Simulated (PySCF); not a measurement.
C$_{8}$H$_{9}$, doublet (typed; the unrestricted solution is spin-contaminated), geometry from GFN2-xTB; HF/6-31G run with PySCF.

PySCF was given this input:
```python
from pyscf import gto, scf

mol = gto.Mole()
mol.atom = '''
    C     2.91742590   -0.17673223    0.31672927
    C     1.42943026   -0.08869902    0.16920062
    C     0.80206715   -0.24088714   -1.06956699
    C    -0.57238860   -0.14711991   -1.18853431
    C    -1.38289773    0.10145606   -0.08961078
    C    -2.87338756    0.18291683   -0.22275864
    C    -0.76540901    0.25573044    1.15673240
    C     0.58853417    0.15451996    1.22260028
    H     3.37915226   -0.51513385   -0.60763733
    H     3.17866171   -0.86730227    1.11669960
    H     3.32692235    0.80022219    0.57312665
    H     1.40921459   -0.43478628   -1.94365835
    H    -1.02814033   -0.27008641   -2.16142229
    H    -3.31720484    0.66572598    0.64450429
    H    -3.29692110   -0.81842769   -0.31004307
    H    -3.14799907    0.74228954   -1.11539295
    H    -1.36393282    0.45038901    2.03507240
'''
mol.basis = '6-31g'
mol.spin = 1
mol.verbose = 4
mol.build()

mf = scf.UHF(mol)
mf.DIIS = scf.ADIIS
mf.kernel()
```

The log (banner, timings and long lists left out):

```
PySCF version 2.14.0

[INPUT] verbose = 4
[INPUT] num. atoms = 17
[INPUT] num. electrons = 57
[INPUT] charge = 0
[INPUT] spin (= nelec alpha-beta = 2S) = 1
[INPUT] symmetry False subgroup None
[INPUT] Mole.unit = angstrom
[INPUT] Symbol           X                Y                Z      unit          X                Y                Z       unit  Magmom
[INPUT]  1 C      2.917425900000  -0.176732230000   0.316729270000 AA    5.513135939713  -0.333975512084   0.598531575933 Bohr   0.0
[INPUT]  2 C      1.429430260000  -0.088699020000   0.169200620000 AA    2.701231705566  -0.167616855317   0.319742831907 Bohr   0.0
[INPUT]  3 C      0.802067150000  -0.240887140000  -1.069566990000 AA    1.515687247010  -0.455210721530  -2.021188682975 Bohr   0.0
[INPUT]  4 C     -0.572388600000  -0.147119910000  -1.188534310000 AA   -1.081657690823  -0.278016337371  -2.246004335549 Bohr   0.0
[INPUT]  5 C     -1.382897730000   0.101456060000  -0.089610780000 AA   -2.613297967983   0.191724167077  -0.169339832009 Bohr   0.0
[INPUT]  6 C     -2.873387560000   0.182916830000  -0.222758640000 AA   -5.429915538132   0.345662712274  -0.420952821481 Bohr   0.0
[INPUT]  7 C     -0.765409010000   0.255730440000   1.156732400000 AA   -1.446413402174   0.483260493315   2.185907435411 Bohr   0.0
[INPUT]  8 C      0.588534170000   0.154519960000   1.222600280000 AA    1.112168396248   0.292000405179   2.310379689017 Bohr   0.0
[INPUT]  9 H      3.379152260000  -0.515133850000  -0.607637330000 AA    6.385672304605  -0.973461893993  -1.148268136762 Bohr   0.0
[INPUT] 10 H      3.178661710000  -0.867302270000   1.116699600000 AA    6.006800074542  -1.638963757514   2.110256407411 Bohr   0.0
[INPUT] 11 H      3.326922350000   0.800222190000   0.573126650000 AA    6.286972079194   1.512200777900   1.083052403189 Bohr   0.0
[INPUT] 12 H      1.409214590000  -0.434786280000  -1.943658350000 AA    2.663029625841  -0.821626991918  -3.672981961224 Bohr   0.0
[INPUT] 13 H     -1.028140330000  -0.270086410000  -2.161422290000 AA   -1.942903641320  -0.510389344867  -4.084496167630 Bohr   0.0
[INPUT] 14 H     -3.317204840000   0.665725980000   0.644504290000 AA   -6.268608646682   1.258039776208   1.217936594207 Bohr   0.0
[INPUT] 15 H     -3.296921100000  -0.818427690000  -0.310043070000 AA   -6.230277933300  -1.546604186860  -0.585896489119 Bohr   0.0
[INPUT] 16 H     -3.147999070000   0.742289540000  -1.115392950000 AA   -5.948856082686   1.402723935729  -2.107787196771 Bohr   0.0
[INPUT] 17 H     -1.363932820000   0.450389010000   2.035072400000 AA   -2.577459482106   0.851111878414   3.845729479661 Bohr   0.0

nuclear repulsion = 330.843992802741
number of shells = 58
number of NR pGTOs = 212
number of NR cGTOs = 90
basis = 6-31g
ecp = {}

******** <class 'pyscf.scf.uhf.UHF'> ********
method = UHF
initial guess = minao
damping factor = 0
level_shift factor = 0
DIIS = <class 'pyscf.scf.diis.ADIIS'>
diis_start_cycle = 1
diis_space = 8
diis_damp = 0
SCF conv_tol = 1e-09
SCF conv_tol_grad = None
SCF max_cycles = 50
direct_scf = True
direct_scf_tol = 1e-13
number electrons alpha = 29  beta = 28
Set gradient conv threshold to 3.16228e-05
init E= -310.369903288731

cycle= 1 E= -307.916084030967  delta_E= 2.45  |g|= 0.306  |ddm|= 2.78
cycle= 2 E= -308.003768399605  delta_E= -0.0877  |g|= 0.103  |ddm|= 0.679
cycle= 3 E= -308.014361248795  delta_E= -0.0106  |g|= 0.042  |ddm|= 0.258
cycle= 4 E= -308.016560044425  delta_E= -0.0022  |g|= 0.0239  |ddm|= 0.085
cycle= 5 E= -308.017394328254  delta_E= -0.000834  |g|= 0.0165  |ddm|= 0.0518
cycle= 6 E= -308.01793517418  delta_E= -0.000541  |g|= 0.0137  |ddm|= 0.0328
cycle= 7 E= -308.018411608721  delta_E= -0.000476  |g|= 0.0129  |ddm|= 0.0287
cycle= 8 E= -308.018885106929  delta_E= -0.000473  |g|= 0.0128  |ddm|= 0.0272
cycle= 9 E= -308.019375410503  delta_E= -0.00049  |g|= 0.013  |ddm|= 0.0269
cycle= 10 E= -308.019888861809  delta_E= -0.000513  |g|= 0.0132  |ddm|= 0.0274
cycle= 11 E= -308.020426322912  delta_E= -0.000537  |g|= 0.0135  |ddm|= 0.0278
cycle= 12 E= -308.020985683048  delta_E= -0.000559  |g|= 0.0138  |ddm|= 0.0284
cycle= 13 E= -308.02156275735  delta_E= -0.000577  |g|= 0.014  |ddm|= 0.0288
cycle= 14 E= -308.022151728556  delta_E= -0.000589  |g|= 0.0141  |ddm|= 0.0292
cycle= 15 E= -308.022745459979  delta_E= -0.000594  |g|= 0.0141  |ddm|= 0.0293
cycle= 16 E= -308.023335864399  delta_E= -0.00059  |g|= 0.014  |ddm|= 0.0293
cycle= 17 E= -308.023914341269  delta_E= -0.000578  |g|= 0.0138  |ddm|= 0.0291
cycle= 18 E= -308.024472299673  delta_E= -0.000558  |g|= 0.0135  |ddm|= 0.0286
cycle= 19 E= -308.025001706932  delta_E= -0.000529  |g|= 0.0131  |ddm|= 0.0279
cycle= 20 E= -308.025495613337  delta_E= -0.000494  |g|= 0.0126  |ddm|= 0.0271
cycle= 21 E= -308.025948578252  delta_E= -0.000453  |g|= 0.0121  |ddm|= 0.026
cycle= 22 E= -308.026356949076  delta_E= -0.000408  |g|= 0.0114  |ddm|= 0.0247
cycle= 23 E= -308.026718959893  delta_E= -0.000362  |g|= 0.0107  |ddm|= 0.0233
cycle= 24 E= -308.027034653042  delta_E= -0.000316  |g|= 0.00999  |ddm|= 0.0219
cycle= 25 E= -308.027305651142  delta_E= -0.000271  |g|= 0.00923  |ddm|= 0.0203
cycle= 26 E= -308.027534828399  delta_E= -0.000229  |g|= 0.00847  |ddm|= 0.0187
cycle= 27 E= -308.027725935686  delta_E= -0.000191  |g|= 0.00771  |ddm|= 0.0171
cycle= 28 E= -308.027883230028  delta_E= -0.000157  |g|= 0.00699  |ddm|= 0.0156
cycle= 29 E= -308.028011146598  delta_E= -0.000128  |g|= 0.00629  |ddm|= 0.0141
cycle= 30 E= -308.02811403603  delta_E= -0.000103  |g|= 0.00563  |ddm|= 0.0126
cycle= 31 E= -308.028195975071  delta_E= -8.19e-05  |g|= 0.00502  |ddm|= 0.0113
cycle= 32 E= -308.028260647225  delta_E= -6.47e-05  |g|= 0.00445  |ddm|= 0.01
cycle= 33 E= -308.028311283118  delta_E= -5.06e-05  |g|= 0.00394  |ddm|= 0.0089
cycle= 34 E= -308.028350646832  delta_E= -3.94e-05  |g|= 0.00347  |ddm|= 0.00785
cycle= 35 E= -308.028381054478  delta_E= -3.04e-05  |g|= 0.00305  |ddm|= 0.00691
cycle= 36 E= -308.02840441277  delta_E= -2.34e-05  |g|= 0.00267  |ddm|= 0.00606
cycle= 37 E= -308.028422267901  delta_E= -1.79e-05  |g|= 0.00233  |ddm|= 0.0053
cycle= 38 E= -308.02843585765  delta_E= -1.36e-05  |g|= 0.00203  |ddm|= 0.00463
cycle= 39 E= -308.028446162011  delta_E= -1.03e-05  |g|= 0.00177  |ddm|= 0.00403
cycle= 40 E= -308.028453949552  delta_E= -7.79e-06  |g|= 0.00154  |ddm|= 0.00351
cycle= 41 E= -308.028459818148  delta_E= -5.87e-06  |g|= 0.00134  |ddm|= 0.00305
cycle= 42 E= -308.028464229633  delta_E= -4.41e-06  |g|= 0.00116  |ddm|= 0.00264
cycle= 43 E= -308.028467538621  delta_E= -3.31e-06  |g|= 0.001  |ddm|= 0.00229
cycle= 44 E= -308.02847001599  delta_E= -2.48e-06  |g|= 0.000868  |ddm|= 0.00198
cycle= 45 E= -308.028471867727  delta_E= -1.85e-06  |g|= 0.00075  |ddm|= 0.00171
cycle= 46 E= -308.028473249883  delta_E= -1.38e-06  |g|= 0.000648  |ddm|= 0.00148
cycle= 47 E= -308.028474280285  delta_E= -1.03e-06  |g|= 0.000559  |ddm|= 0.00128
cycle= 48 E= -308.028475047647  delta_E= -7.67e-07  |g|= 0.000483  |ddm|= 0.0011
cycle= 49 E= -308.028475618601  delta_E= -5.71e-07  |g|= 0.000416  |ddm|= 0.000952
cycle= 50 E= -308.028476043081  delta_E= -4.24e-07  |g|= 0.000359  |ddm|= 0.000821
SCF not converged.
SCF energy = -308.028476043081 after 50 cycles  <S^2> = 1.3839473  2S+1 = 2.5565189
```

The run did not converge; its last values are not results.
